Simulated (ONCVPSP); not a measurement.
## What the settings do to the ONCV potential of Ge

Base potential:

- Element: germanium (Ge)
- Generator: ONCVPSP 4.0.1
- Type: optimised norm-conserving Vanderbilt (ONCV)
- Functional: PBE
- Relativity: scalar-relativistic
- Frozen core: [Ne]
- Valence charge: 22
- Reference configuration: 3s2 3p6 3d10 4s2 4p2
- Partial waves: 3s+4s: rc 0.95 bohr, ncon 4, nbas 9, qcut 12.9 1/bohr, 2 projectors; 3p+4p: rc 1.05 bohr, ncon 5, nbas 8, qcut 14.7 1/bohr, 3 projectors, debl 1.3 Ha; 3d: rc 0.95 bohr, ncon 3, nbas 8, qcut 19.2 1/bohr, local
- Local potential: the d channel
- Core correction: Teter function, fcfact 4.25, rcfact 1

All-electron outer shells of the reference configuration (PBE, scalar-relativistic, ld1.x):

```json
{"shell": "2s", "level (eV)": "-1371.79", "outermost node (bohr)": "0.06", "outermost maximum (bohr)": "0.18"}
{"shell": "2p", "level (eV)": "-1198.71", "outermost node (bohr)": "–", "outermost maximum (bohr)": "0.14"}
{"shell": "3s", "level (eV)": "-168.49", "outermost node (bohr)": "0.26", "outermost maximum (bohr)": "0.54"}
{"shell": "3p", "level (eV)": "-115.62", "outermost node (bohr)": "0.23", "outermost maximum (bohr)": "0.54"}
{"shell": "3d", "level (eV)": "-29.31", "outermost node (bohr)": "–", "outermost maximum (bohr)": "0.50"}
{"shell": "4s", "level (eV)": "-11.73", "outermost node (bohr)": "0.77", "outermost maximum (bohr)": "1.75"}
{"shell": "4p", "level (eV)": "-3.90", "outermost node (bohr)": "0.82", "outermost maximum (bohr)": "2.22"}
```

Cutoffs, loose and tight: the cutoffs (Ha) at which the residual kinetic energy of the hardest occupied pseudo-wave falls to 1 and 0.1 mHa per electron. They do not see the model core or the augmentation charge, which bear on the density cutoff. Test errors are all-electron minus pseudo excitation energies from the reference, over the configurations 3s2 3p6 3d10 4s2 4p1; 3s2 3p6 3d10 4s2 4p0; 3s2 3p6 3d10 4s1 4p0; 3s2 3p6 3d10 4s2 4p1.5. A dash means not determined; rows that change the core or the reference have their own tests.

A true bound ghost makes a file unfit for plane-wave use even where its test errors are small: the radial tests pick states by their node count and pass the ghost by.

| change | outcome | cutoff, loose | cutoff, tight | bound ghosts | GHOST(+) flags above zero | largest test error (meV) |
| --- | --- | --- | --- | --- | --- | --- |
| base | generated | 129 Ha | 145 Ha | s | none | -4.2 |
| all radii but the core radius scaled by about 0.80 (s 0.76, p 0.84, d 0.76 bohr) | generated | 149 Ha | 247 Ha | s | none | -2.9 |
| all radii but the core radius scaled by about 0.86 (s 0.82, p 0.90, d 0.82 bohr) | generated | 142 Ha | 159 Ha | s | none | -3.1 |
| all radii but the core radius scaled by about 1.07 (s 1.02, p 1.12, d 1.02 bohr) | generated | 121 Ha | 137 Ha | s | p | -5.0 |
| all radii but the core radius scaled by about 1.16 (s 1.10, p 1.22, d 1.10 bohr) | generated | 112 Ha | 127 Ha | s | p | -6.2 |
| all radii but the core radius scaled by about 1.24 (s 1.18, p 1.30, d 1.18 bohr) | generated | 106 Ha | 122 Ha | s | p | -7.4 |

Question: What comes out with this change to the base: all radii but the core radius scaled by about 0.93 (s 0.88, p 0.98, d 0.88 bohr)?

Answer: outcome: generated; cutoff, loose: 135 Ha; cutoff, tight: 152 Ha; bound ghosts: s; GHOST(+) flags above zero: none; largest test error (meV): -3.5.

Question: What comes out with this change to the base: all radii but the core radius scaled by about 1.30 (s 1.24, p 1.36, d 1.24 bohr)?

Answer: outcome: generated; cutoff, loose: 96 Ha; cutoff, tight: 110 Ha; bound ghosts: s; GHOST(+) flags above zero: p; largest test error (meV): -9.2.

Reading the sweep of the scale of all radii but the core radius (base = 1) (base included, trends over the rows without a ghost): Bound ghosts are found at 0.8, 0.86, 0.93, 1, 1.07, 1.16, 1.24, 1.3. Every judged row has one, so this setting neither creates nor removes them.
